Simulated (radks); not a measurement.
Results of a calculation; reference values are marked as such.
Initial-state core-level shifts of the iridium ion Ir2+ when its valence configuration changes from [Xe] 4f14 5d7. Code: a radial shooting solver on a logarithmic mesh with Libxc functionals. Model: scalar-relativistic Kohn-Sham, PBEsol, spin-polarised, spherical densities, finite nucleus; open shells are filled with parallel spins first (spin-orbit coupling, left out, can overturn this in heavy ions); Fermi nuclear charge, rms radius 5.4032 fm. Shifts are changes of the shell-averaged eigenvalues in eV (positive: less bound); the change of the density at the nucleus, which sets a Mossbauer isomer shift, is in e/bohr^3, on a base of 1.945e+06.

valence,3s,3p,4p,5s,density at nucleus
4f14 5d6 6s1,-3.489,-3.489,-3.465,-3.261,+184.8
4f14 5d6.5 6p0.5,-2.515,-2.515,-2.506,-2.407,+5.4
4f12 5d9,-29.473,-29.402,-24.434,-8.706,+235.5
4f11 5d9 6p1,-50.828,-50.714,-42.662,-18.272,+374.7
4f14 5d6.5 6s0.5,-1.728,-1.728,-1.717,-1.623,+89.0
4f13.5 5d7 6p0.5,-9.706,-9.690,-8.569,-4.672,+61.9
4f13 5d8,-14.426,-14.393,-12.087,-4.406,+114.6
4f12 5d8 6p1,-34.966,-34.894,-29.879,-13.887,+247.7
4f11 5d8 6s1 6p1,-55.004,-54.890,-46.755,-22.011,+590.1
